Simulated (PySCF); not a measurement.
Distorted geometries of [Yb(NH3)]3+

[Yb(NH3)]3+ (singlet in the valence; each metal's 4f electrons, 13 of them, lie in its core potential, out of spins and levels). PySCF 2.14.0, RKS B3LYP, Yb lcecp-1-SVP with ECP59, N def2-SVP, H def2-SVP; non-relativistic Hamiltonian with scalar-relativistic core potentials where named; density fitting; no spin-orbit coupling. Relaxed geometry:

```xyz
5

Yb    0.0000    0.0000   -0.1169
N     0.0000    0.0000    2.1581
H     0.9456    0.0000    2.6186
H    -0.4728    0.8189    2.6186
H    -0.4728   -0.8189    2.6186
```

Problem. Order these distorted geometries by energy above the relaxed one, lowest first.
A.
```xyz
5

Yb   -0.0345   -0.0090   -0.0775
N     0.0297    0.0081    2.1632
H     0.9284   -0.0240    2.5960
H    -0.4712    0.8349    2.6421
H    -0.4525   -0.8100    2.5732
```
B.
```xyz
5

Yb   -0.0884    0.1200   -0.0613
N    -0.0074    0.0073    2.0058
H     0.7481   -0.1278    2.5088
H    -0.2864    0.7808    2.7827
H    -0.3660   -0.7804    2.6609
```
C.
```xyz
5

Yb   -0.0284   -0.0251   -0.0917
N    -0.0469    0.0009    2.1395
H     0.9974   -0.0281    2.6566
H    -0.4232    0.8504    2.5299
H    -0.4989   -0.7981    2.6626
```

Solution. A (0.09 eV), C (0.24 eV), B (1.39 eV).

Problem. Which forces (eV/Å) act in the one that lies 1.39 eV up?

Solution. 
```
Yb  -0.20  0.17 -2.49
N   -6.12  1.13  3.06
H    8.14 -0.74  2.70
H   -0.45 -0.32 -1.96
H   -1.37 -0.25 -1.31
```
Forces carry noise of the integration grid, about 0.01 to 0.03 eV/Å.

An lcecp potential fixes the number of 4f electrons, so in runs with it no electron can move into or out of that shell.
